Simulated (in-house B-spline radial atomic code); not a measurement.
A calculation on Cu⁷⁺: its settings, and results tabulated from the run. All numbers are computed (non-relativistic BHandHLYP, spin-polarised, spherical fractional occupations, exact exchange averaged over the configuration; point nucleus) with an all-electron radial atomic-structure program (B-spline basis), not measured.

Command:
```bash
python run_scf.py task.json out
```
Settings:
```
Z                29
configuration    [Ar] 3d4
hamiltonian      nr
method           bhandhlyp
spin_polarised   True
exact_exchange   averaged over the configuration
```

Output (hartree, bohr):
```
 radial grid: 44 intervals, B-splines of order 8, outer radius 8.961 bohr

 iter        energy (Eh)    residual
    1       -1606.176069    1.02e+00
    2       -1621.198611    5.08e-01
    3       -1623.745117    1.68e-01
    4       -1624.034502    5.17e-02
    5       -1624.060356    2.00e-02
    6       -1624.065492    7.49e-04
    7       -1624.065497    2.73e-05
    8       -1624.065497    3.27e-06
    9       -1624.065497    2.51e-07

 total energy                     -1624.06550
 kinetic                            1623.1740
 electron-nucleus                  -3755.8932
 Hartree                             570.6957
 exact exchange                      -30.3319
 exchange-correlation                -31.7101

 orbital      occ     eigenvalue          <r>       <r^2>       <1/r>       <r^4>     <1/r^3>       r_max
 1s up      1.000      -331.1855       0.0529  0.00375056     28.5095 3.58804e-05           -     0.03489
 1s down    1.000      -331.1845    0.0528989  0.00375033     28.5098  3.5872e-05           -     0.03489
 2s up      1.000       -45.7855     0.238249   0.0668855     6.20364  0.00774833           -      0.1996
 2s down    1.000       -45.6026      0.23759   0.0664784     6.22085  0.00763135           -      0.1994
 2p up      3.000       -40.8134     0.207876   0.0529225      6.1501  0.00563799     671.397      0.1597
 2p down    3.000       -40.6507     0.207042    0.052435     6.16836  0.00550339     675.645      0.1595
 3s up      1.000       -10.2766     0.679741    0.528405     2.08353    0.430949           -      0.6058
 3s down    1.000        -9.9295     0.684532    0.536105     2.06217    0.445606           -      0.6073
 3p up      3.000        -8.6531     0.688855    0.550914      1.9857    0.492102     100.536      0.6011
 3p down    3.000        -8.2555      0.69643    0.563532     1.95765     0.51854     96.7681      0.6037
 3d up      4.000        -5.9710     0.691195    0.573231     1.78467    0.624763     12.4541      0.5391

 Slater integrals (Eh)
   F0(3p up,3p up)               1.307795
   F2(3p up,3p up)               0.661909
   F0(3p up,3p down)             1.300828
   F2(3p up,3p down)             0.658623
   F0(3p up,3d up)               1.305339
   F2(3p up,3d up)               0.637460
   G1(3p up,3d up)               0.762844
   G3(3p up,3d up)               0.479593
   F0(3p down,3p down)           1.293976
   F2(3p down,3p down)           0.655452
   F0(3p down,3d up)             1.298405
   F2(3p down,3d up)             0.634217
   F0(3d up,3d up)               1.316678
   F2(3d up,3d up)               0.646746
   F4(3d up,3d up)               0.410510
```

Time taken, with all properties: 0.18 s on 1 thread of Intel(R) Xeon(R) 6975P-C, with other jobs on the host.
